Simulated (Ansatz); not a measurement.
`Clc1ccccn1` at its PBE0-D4/def2-TZVP geometry, where that method's forces vanish. The species carries charge 0 and has multiplicity 1.

```json
{"atom": "Cl1", "x (Å)": "-1.217", "y (Å)": "1.909", "z (Å)": "-2.128"}
{"atom": "C2", "x (Å)": "-0.449", "y (Å)": "0.896", "z (Å)": "-0.951"}
{"atom": "C3", "x (Å)": "-1.196", "y (Å)": "-0.118", "z (Å)": "-0.362"}
{"atom": "C4", "x (Å)": "-0.558", "y (Å)": "-0.911", "z (Å)": "0.573"}
{"atom": "C5", "x (Å)": "0.773", "y (Å)": "-0.664", "z (Å)": "0.876"}
{"atom": "C6", "x (Å)": "1.409", "y (Å)": "0.376", "z (Å)": "0.220"}
{"atom": "N7", "x (Å)": "0.809", "y (Å)": "1.149", "z (Å)": "-0.682"}
{"atom": "H8", "x (Å)": "-2.231", "y (Å)": "-0.268", "z (Å)": "-0.634"}
{"atom": "H9", "x (Å)": "-1.098", "y (Å)": "-1.715", "z (Å)": "1.061"}
{"atom": "H10", "x (Å)": "1.307", "y (Å)": "-1.263", "z (Å)": "1.602"}
{"atom": "H11", "x (Å)": "2.450", "y (Å)": "0.607", "z (Å)": "0.424"}
```

Problem. For each bond, give half the difference of the two atoms' forces along it (eV/Å; positive pushes the atoms apart) under PBE-D4, r2SCAN-D4, B3LYP-D4, ωB97M-V in def2-TZVPP. (An estimate is asked.)

Solution. Computed: 
| bond | length (Å) | PBE-D4 | r2SCAN-D4 | B3LYP-D4 | ωB97M-V |
| --- | --- | --- | --- | --- | --- |
| Cl1–C2 | 1.732 | 0.13 | 0.16 | 0.24 | 0.17 |
| C2–C3 | 1.390 | 0.06 | 0.00 | 0.01 | -0.06 |
| C2–N7 | 1.312 | 0.29 | 0.11 | 0.05 | 0.04 |
| C3–C4 | 1.382 | 0.13 | 0.11 | 0.09 | 0.03 |
| C3–H8 | 1.081 | 0.00 | -0.11 | -0.13 | -0.08 |
| C4–C5 | 1.387 | 0.11 | 0.08 | 0.12 | 0.07 |
| C4–H9 | 1.084 | -0.01 | -0.09 | -0.16 | -0.10 |
| C5–C6 | 1.384 | 0.10 | 0.06 | 0.10 | -0.01 |
| C5–H10 | 1.083 | 0.00 | -0.09 | -0.14 | -0.09 |
| C6–N7 | 1.331 | 0.26 | 0.19 | 0.14 | 0.15 |
| C6–H11 | 1.086 | -0.03 | -0.11 | -0.20 | -0.12 |

B3LYP here is the variant with VWN-RPA as its local correlation; programs differ in this.
